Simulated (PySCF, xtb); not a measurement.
Cd(OH)2 (CdH2O2), SMILES [OH][Cd][OH].

GFN2-xTB (xtb) at its own geometry gives an orbital gap of 3.72 eV and a dipole moment of 5.25 D.

The structure is a stationary point at B3LYP-D3(BJ)/def2-TZVP. A frequency run showed that this geometry is not a minimum. The def2 effective core potentials stand for the cores of Cd; spin–orbit coupling is left out. One conformer was computed; it need not be the lowest.

Question: What does CAM-B3LYP/def2-TZVPD (PySCF) give? (The exact figures need the calculation; the answer reports its results.)

Answer: gap 8.63 eV (levels -9.50 and -0.87 eV), dipole 2.67 D.
